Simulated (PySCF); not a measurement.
Compound: CH₇PSn.
SMILES with atom numbers: `[CH3:1][SnH2:2][PH2:3]` (hydrogens: H4, H5, H6 on C1; H7, H8 on Sn2; H9, H10 on P3)

Geometry (PBE0-D3(BJ)/def2-SVP, Å), atoms numbered from 1 in this order:
```xyz
10
CH7PSn angstrom
C     -1.7126   -0.5021   -0.1526
Sn     0.0080    0.7887   -0.0905
P      1.9090   -0.4576    1.0081
H     -2.6040    0.0796   -0.4269
H     -1.8726   -0.9594    0.8335
H     -1.5612   -1.2964   -0.8963
H      0.4165    1.3084   -1.6791
H     -0.3217    2.1676    0.8816
H      2.1253   -1.2941   -0.1305
H      2.8893    0.4944    0.5893
```

Method: PBE0-D3(BJ)/def2-SVP geometry optimisation, gas phase, def2 core potentials past Kr in PySCF 2.14.0.

Masses are those of the commonest isotopes; rigid-rotor values at the optimised geometry. The values belong to one conformer with, in the numbering `[CH3:1][SnH2:2][PH2:3]`, C1–Sn2–P3–H 73° and 167°.

Problem. Give the principal moments of inertia and the rotational constants in GHz.

Solution. Ia = 63.73, Ib = 207.82, Ic = 256.63 u·Å²; 505379 MHz·u·Å²/I gives 7930, 2432 and 1969 MHz, that is A = 7.9302, B = 2.4318, C = 1.9693 GHz.

Problem. What kind of rotor is it?

Solution. An asymmetric top: κ = (2 × 2432 − 7930 − 1969)/(7930 − 1969) = -0.84.

Problem. What does the inertial defect say?

Solution. Not planar: Δ = Ic − Ia − Ib = -14.92 u·Å². For a rigid frame Δ = −2 Σ m c², so Σ m c² = 7.46 u·Å² lies off the ab plane: 7.37 from hydrogen and 0.09 from heavier atoms. The atom farthest from that plane is 1.42 Å away.

Problem. Give the other two planar moments, Paa and Pbb, and the rms extents of the mass along the axes.

Solution. Paa = Σ m a² = (Ib + Ic − Ia)/2 = 200.36 and Pbb = Σ m b² = (Ia + Ic − Ib)/2 = 56.27 u·Å². With the mass M = 169.93 u, the rms extents √(P/M) along a, b and c are 1.09, 0.58, 0.21 Å.

Problem. Where do the levels up to J = 4 lie, in MHz?

Solution. Above 0(0,0):
J = 1: 1(0,1) 4401, 1(1,1) 9899, 1(1,0) 10362
J = 2: 2(0,2) 13175, 2(1,2) 18239, 2(1,1) 19627, 2(2,1) 36122, 2(2,0) 36150
J = 3: 3(0,3) 26268, 3(1,3) 30732, 3(1,2) 33506, 3(2,2) 49325, 3(2,1) 49464, 3(3,1) 77990, 3(3,0) 77991
J = 4: 4(0,4) 43598, 4(1,4) 47358, 4(1,3) 51976, 4(2,3) 66908, 4(2,2) 67321, 4(3,2) 95648, 4(3,1) 95655, 4(4,1) 135706, 4(4,0) 135707
The levels of one J sum to (2J + 1)J(J + 1)(A + B + C)/3.

Problem. Predict some low-J microwave lines.

Solution. The dipole components are |μa| = 0.89 D, |μb| = 0.14 D, |μc| = 0.64 D. Intensities carry the squares of the components, which stand as 1.00 : 0.03 : 0.51 (a : b : c). Some lines, for components of 0.1 D or more:

```json
{"type": "a", "branch": "Q", "J(Ka,Kc)": "2(1,1) ← 2(1,2)", "MHz": "1388", "lower level (cm⁻¹)": "0.608"}
{"type": "c", "branch": "Q", "J(Ka,Kc)": "2(1,2) ← 2(0,2)", "MHz": "5064", "lower level (cm⁻¹)": "0.439"}
{"type": "b", "branch": "Q", "J(Ka,Kc)": "1(1,0) ← 1(0,1)", "MHz": "5961", "lower level (cm⁻¹)": "0.147"}
{"type": "a", "branch": "R", "J(Ka,Kc)": "2(0,2) ← 1(0,1)", "MHz": "8774", "lower level (cm⁻¹)": "0.147"}
{"type": "b", "branch": "R", "J(Ka,Kc)": "1(1,1) ← 0(0,0)", "MHz": "9899", "lower level (cm⁻¹)": "0.000"}
{"type": "c", "branch": "R", "J(Ka,Kc)": "1(1,0) ← 0(0,0)", "MHz": "10362", "lower level (cm⁻¹)": "0.000"}
{"type": "c", "branch": "Q", "J(Ka,Kc)": "2(2,1) ← 2(1,1)", "MHz": "16495", "lower level (cm⁻¹)": "0.655"}
{"type": "b", "branch": "Q", "J(Ka,Kc)": "2(2,1) ← 2(1,2)", "MHz": "17883", "lower level (cm⁻¹)": "0.608"}
{"type": "b", "branch": "R", "J(Ka,Kc)": "2(2,1) ← 1(1,0)", "MHz": "25760", "lower level (cm⁻¹)": "0.346"}
{"type": "c", "branch": "R", "J(Ka,Kc)": "2(2,1) ← 1(1,1)", "MHz": "26222", "lower level (cm⁻¹)": "0.330"}
```

Not checked by PBE0-D3(BJ)/def2-SVP frequencies. No vibrational averaging or centrifugal distortion is included, and the geometry carries the error of its method. A rigid rotor knows nothing of internal rotation, which can split or shift real lines.
